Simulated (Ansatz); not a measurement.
Frontier orbitals of CH6BFGeS.

```tsv
atom	x (Å)	y (Å)	z (Å)
C1	0.999	-0.461	-1.251
S2	0.830	-0.601	0.543
Ge3	-0.519	1.283	1.053
B4	-1.173	-0.681	0.734
F5	-1.576	-1.397	1.807
H6	0.090	-0.049	-1.687
H7	1.174	-1.459	-1.653
H8	1.845	0.186	-1.476
H9	-0.136	2.256	-0.082
H10	0.128	1.798	2.354
H11	-1.664	-0.876	-0.343
```

Total charge 0; spin multiplicity 1. Correlated methods include outer-core shells of Ge, which these sets cover unevenly. Scalar relativity is left out up to krypton. The bonds changed during the relaxation, so this is another structure than the one it started from. All single points use the PBE0-D4/def2-TZVP geometry. It is one conformer, not always the lowest. Basis def2-TZVPP, the Gaussian-basis code of Ansatz.

Orbital energies of one run (eV). Highest occupied ones, from the top: -8.91, -10.26, -11.31, -11.92, -13.16, -13.91, -14.73, -15.04, -15.25, -15.69, -17.29, -18.18, -21.55, -25.32. Empty: 0.70, 1.92, 2.40, 2.63, 3.23, 3.54.

(1) Which functional gave them?
A. PBE0
B. B97M-V
C. LDA (SPW92)
D. ωB97M-V

## Answers

(1) D. HOMO energies: ωB97M-V -8.91, B97M-V -6.11, PBE0 -6.88, LDA (SPW92) -6.00 eV.
